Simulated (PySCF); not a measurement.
**Polarisability and C₆ of F²⁺ (fluorine, charge +2)**

[He] 2s1 2p3 3s1, high-spin 6S determinant (an excited configuration). Calculation: PySCF 2.14, in aug-cc-pVTZ-DK; the spin-free X2C one-electron Hamiltonian (Gaussian nucleus). Coupled (time-dependent) response in atomic units; α is the mean over directions.

```json
{"method": "UHF", "mean α (bohr³)": "38.40", "C₆ (like pair)": "169.0", "S(−4)": "1750"}
{"method": "PBE", "mean α (bohr³)": "32.48", "C₆ (like pair)": "130.7", "S(−4)": "1287"}
{"method": "PBE0", "mean α (bohr³)": "34.36", "C₆ (like pair)": "142.4", "S(−4)": "1429"}
{"method": "M06-L", "mean α (bohr³)": "29.80", "C₆ (like pair)": "120.5", "S(−4)": "984.4"}
```

S(−4) is the Cauchy moment in α(ω) = α(0) + S(−4) ω² + …

α(iu) at UHF:

| u (hartree) | α(iu) (bohr³) |
| --- | --- |
| 0 | 38.40 |
| 0.0500 | 34.49 |
| 0.100 | 26.48 |
| 0.200 | 14.01 |
| 0.300 | 8.114 |
| 0.500 | 3.750 |
| 0.750 | 2.031 |
| 1.00 | 1.341 |
| 1.50 | 0.7768 |
| 2.00 | 0.5369 |
| 3.00 | 0.3155 |
| 5.00 | 0.1498 |

For an ion, C₆ is the dispersion term alone; charge-induced terms of lower order in 1/R come first.

The outer electron is Rydberg-like, and this basis confines it to a smaller radius and binds it less than a complete one would.
